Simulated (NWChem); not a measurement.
Species: YF$_{2}$ cation; SMILES [F][Y+][F]

```xyz
3

Y      0.0000     0.0000     0.3489
F     -1.5752     0.0000    -0.7559
F      1.5752     0.0000    -0.7559
```
Atoms are numbered in this order, from 1.

Results from NWChem. The geometry was optimised at PBE-D3(BJ)/def2-SVP. The spin multiplicity was typed, not searched, and may not be the lowest. def2 effective core potentials on Y; no spin-orbit coupling. B3LYP is NWChem's, with the RPA form of VWN correlation. Vertical excitations in the gas phase; the lowest state need not have the same character in each row.

```json
[
 {"level": "PBE/def2-SVP, TDA", "lowest excitation, singlet (eV)": "5.43", "oscillator strength of that lowest state": "0.003", "lowest triplet (eV)": "5.40", "orbital gap (eV)": "5.42"},
 {"level": "B3LYP/def2-SVP, TDA", "lowest excitation, singlet (eV)": "6.17", "oscillator strength of that lowest state": "0.004", "lowest triplet (eV)": "6.13", "orbital gap (eV)": "7.34"},
 {"level": "Hartree-Fock/def2-SVP, CIS", "lowest excitation, singlet (eV)": "(withheld)", "oscillator strength of that lowest state": "0.006", "lowest triplet (eV)": "(withheld)", "orbital gap (eV)": "(withheld)"},
 {"level": "BHandHLYP/def2-SVP, TDA", "lowest excitation, singlet (eV)": "7.48", "oscillator strength of that lowest state": "0.005", "lowest triplet (eV)": "7.42", "orbital gap (eV)": "10.37"}
]
```

Question: Some entries are withheld; supply them.

Answer: 
- Hartree-Fock/def2-SVP, CIS, lowest excitation, singlet (eV): 9.79
- Hartree-Fock/def2-SVP, CIS, lowest triplet (eV): 9.69
- Hartree-Fock/def2-SVP, CIS, orbital gap (eV): 15.34
